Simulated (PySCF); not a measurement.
Simulated absorption spectrum

Compound: C6H8GeO2.
InChI=1S/C6H8GeO2/c1-5(8)7-6-3-2-4-9-6/h2-4H,7H2,1H3

Method: TDDFT wB97X-D/def2-SVPD, vertical, gas phase, core orbitals frozen in the response (PySCF). Isolated species at its PBE0-D3(BJ)/def2-SVP geometry (one conformer only). Relativistic effects, spin–orbit coupling among them, are left out although an element past zinc is present. Torsions of this conformer, `[CH3:1][C:2](=[O:3])[GeH2:4][c:5]1[cH:6][cH:7][cH:8][o:9]1`: C1–C2–Ge4–C5 178°, C2–Ge4–C5–C6 -1°.

Broadening: Gaussians 0.4 eV wide at half height, area fixed by f = 4.319×10⁻⁹ ∫ε dν̃. The width is an assumption, not a result. The curve ends short of the highest state used, and states not computed would add to its high-energy end.

| λ (nm) | ε (L mol⁻¹ cm⁻¹) |
| --- | --- |
| 183.0 | 1013 |
| 189.3 | 1485 |
| 195.6 | 7961 |
| 201.8 | 18533 |
| 208.1 | 12655 |
| 214.4 | 4799 |
| 220.7 | 5183 |
| 226.9 | 4968 |
| 233.2 | 2312 |
| 239.5 | 559 |
| 245.8 | 78 |
| 252.0 | 7 |
| 258.3 | 0 |
| 264.6 | 0 |
| 270.9 | 0 |
| 277.1 | 0 |
| 283.4 | 0 |
| 289.7 | 0 |
| 296.0 | 1 |
| 302.2 | 3 |
| 308.5 | 9 |
| 314.8 | 20 |
| 321.1 | 37 |
| 327.3 | 53 |
| 333.6 | 64 |
| 339.9 | 64 |
| 346.2 | 55 |
| 352.4 | 42 |
| 358.7 | 28 |
| 365.0 | 16 |
| 371.3 | 9 |
| 377.5 | 4 |
| 383.8 | 2 |
| 390.1 | 1 |
| 396.4 | 0 |
| 402.6 | 0 |

Q: Where are the band maxima, and which computed states make them?

A: 337 nm (3.68 eV), ε about 65, made up of S1 (100%); 224 nm (5.55 eV), ε about 5500, made up of S2 (99%); 203 nm (6.11 eV), ε about 19000, made up of S3 (100%) (ε in L mol⁻¹ cm⁻¹; maxima over ε = 5, shares over 10%). The states used: S1 3.68 eV (f 0.0010); S2 5.54 eV (f 0.081); S3 6.11 eV (f 0.279); S4 6.64 eV (f 0.0034); S5 6.65 eV (f 0.0086); S6 6.75 eV (f 0.0013); S7 6.82 eV (f 0.0027); S8 6.85 eV (f 0.0010); S9 7.14 eV (f 0.011); S10 7.37 eV (f 0.0007).

Q: What would ε be at 6.11 eV, the highest of these maxima, with half the width (0.2 eV)?

A: About 37600 L mol⁻¹ cm⁻¹ against 18800, a factor of about 2.00; a lone state at its own centre would give exactly 2.

Q: Coming from long wavelengths, where does ε first pass 100 L mol⁻¹ cm⁻¹?

A: At about 245 nm (5.06 eV), 1.38 eV above S1.

Q: On this curve, what absorbance would a 10⁻⁴ mol/L sample give at 222 nm over a 1 cm path?

A: 222 nm is 5.585 eV, where ε is about 5400 L mol⁻¹ cm⁻¹, so A = ε c l ≈ 0.54 (Beer–Lambert, with the gas-phase spectrum and the assumed width).

The vertical ionisation energy (ΔSCF) is 8.57 eV, 1.19 eV above S10.
